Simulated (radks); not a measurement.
Problem. Species: Cs1.5+. Configuration: [Kr] 4d10 5s2 5p(1/2: 2, 3/2: 3.5) (fractional occupations, a model configuration). Calculated with a radial shooting solver on a logarithmic mesh with Libxc functionals: Dirac Kohn-Sham, PBEsol, spin-unpolarised, spherical densities, finite nucleus; Fermi nuclear charge, rms radius 4.8041 fm. Some entries of the table are withheld. Estimate them.

orbital  occ.  eigenvalue (eV)  <1/r> (bohr^-1)  <r^2> (bohr^2)
1s1/2       2        -35762.40            59.38       0.0009257
2s1/2       2              (1)            13.91         0.01478
2p1/2       2              (2)            13.90         0.01089
2p3/2       4              (3)            12.73         0.01217
3s1/2       2        -1176.292            4.986          0.1022
3p1/2       2        -1037.871            4.899         0.09695
3p3/2       4        -970.4239            4.609          0.1048
3d3/2       4        -726.8893            4.469         0.08715
3d5/2       6        -712.5638            4.395         0.08941
4s1/2       2        -230.6559            2.036          0.5453
4p1/2       2        -180.9732            1.929             (4)
4p3/2       4        -167.1687            1.834             (5)
4d3/2       4         -86.3472            1.600          0.8035
4d5/2       6         -84.0565            1.576          0.8237
5s1/2       2         -37.1600           0.7658           3.334
5p1/2       2         -24.8198           0.6628           4.389
5p3/2     3.5         -23.0741           0.6314           4.774

Solution. 
(1) 2s1/2 eigenvalue (eV): -5617.287
(2) 2p1/2 eigenvalue (eV): -5286.147
(3) 2p3/2 eigenvalue (eV): -4934.138
(4) 4p1/2 <r^2> (bohr^2): 0.5914
(5) 4p3/2 <r^2> (bohr^2): 0.6374
